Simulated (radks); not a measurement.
Species: F2.75+. Configuration: [He] 2p(up 2, down 2) 2s(up 0.25, down 0) (fractional occupations, a model configuration). All-electron calculation, non-relativistic Kohn-Sham, PBEsol, spin-polarised, spherical densities, point nucleus. Program: a radial shooting solver on a logarithmic mesh with Libxc functionals.

Normalised radial functions P(r) = r R(r), r in bohr:

r        1s down   2p up
0.01249   0.5768  0.0039
0.01525   0.6872  0.0057
0.01863   0.8142  0.0084
0.02275   0.9584  0.0122
0.02779   1.1189  0.0178
0.03394   1.2934  0.0259
0.04146   1.4772  0.0374
0.05104   1.6699  0.0544
0.06234   1.8449  0.0773
0.07614   1.9944  0.1088
0.093     2.1001  0.1513
0.1136    2.1421  0.2073
0.1387    2.1027  0.2794
0.1695    1.9703  0.3692
0.2086    1.7350  0.4812
0.2548    1.4326  0.6038
0.3113    1.0898  0.7340
0.3802    0.7512  0.8600
0.4643    0.4600  0.9656
0.5672    0.2441  1.0307
0.6927    0.1089  1.0363
0.8529    0.0376  0.9672
1.042     0.0104  0.8315
1.272     0.0021  0.6474
1.554     0.0003  0.4479
1.898     0.0000  0.2695
2.318     0.0000  0.1372
2.832     0.0000  0.0568

1s down: eigenvalue -727.57 eV, 0 radial nodes, <r> = 0.177 bohr, 90 % of the charge inside 0.316 bohr. 2p up: eigenvalue -65.648 eV, 0 radial nodes, <r> = 0.854 bohr, 90 % of the charge inside 1.42 bohr.
